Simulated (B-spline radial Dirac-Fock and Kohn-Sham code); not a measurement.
Ionisation of each subshell: Pd²⁺

System: the Pd²⁺ ion, configuration [Kr] 4d8; nuclear rms radius 4.5318 fm (A = 106).

Calculated with a radial atomic solver, using Dirac-Fock (average of configuration) total-energy differences with a finite nucleus, the Breit interaction including its frequency dependence, and self-energy and vacuum-polarisation corrections. No correlation. Energies are counted from the vacuum level. Subshells whose hole state is unreliable or did not converge are left out.

All terms are in eV, carry their sign (relaxation lowers the binding energy) and add up to the binding energy; ⟨r⟩ is the mean radius of the orbital in the initial state.

```csv
subshell,−ε (Koopmans),relaxation,Breit,self-energy,vacuum polarisation,binding energy,⟨r⟩ (bohr)
1s,24519.2,-61.72,-48.63,-27.94,3.46,24384.4,0.032
2s,3685.1,-32.47,-4.30,-3.32,0.38,3645.4,0.138
2p1/2,3408.9,-35.63,-7.32,0.27,-0.01,3366.2,0.117
2p3/2,3248.7,-34.68,-4.84,-0.04,-0.02,3209.1,0.122
3s,721.6,-12.96,-0.57,-0.64,0.07,707.5,0.377
3p1/2,611.3,-13.31,-1.04,0.05,0.00,597.0,0.370
3p3/2,582.5,-12.93,-0.59,0.00,-0.01,?,0.380
4s,130.6,-3.36,-0.08,-0.11,0.01,127.0,0.950
4p1/2,94.03,-2.94,-0.14,0.01,0.00,90.95,1.021
4p3/2,89.29,-2.76,-0.07,0.00,0.00,86.47,1.048
4d,34.15,-1.66,0.01,0.00,0.00,32.50,1.368
```

Question: Which binding energy belongs in the row of 3p3/2?

Answer: 568.9 eV, the sum of the terms in that row (to rounding).

For the deepest level, K (1s), the Breit terms make up -0.199 % of the binding energy, QED -0.100 % and orbital relaxation -0.253 %.

Spin-orbit splittings: 2p 157.1 eV, 3p 28.09 eV, 4p 4.49 eV.

Going to the tabulated ground configuration of the next ion removes an electron from N4,5 (4d), computed at 32.50 eV. NIST lists 32.93 eV as the ionisation energy of this species (semi-empirical), +0.43 eV from the computed value. Where a p, d or f shell is open in either ion the computed value averages over both j values and all terms, while the table refers to the lowest levels; that difference holds spin-orbit splitting (largest in heavy or highly charged ions), term energies where several electrons share open shells, and correlation, and it can reach 10 % or more.
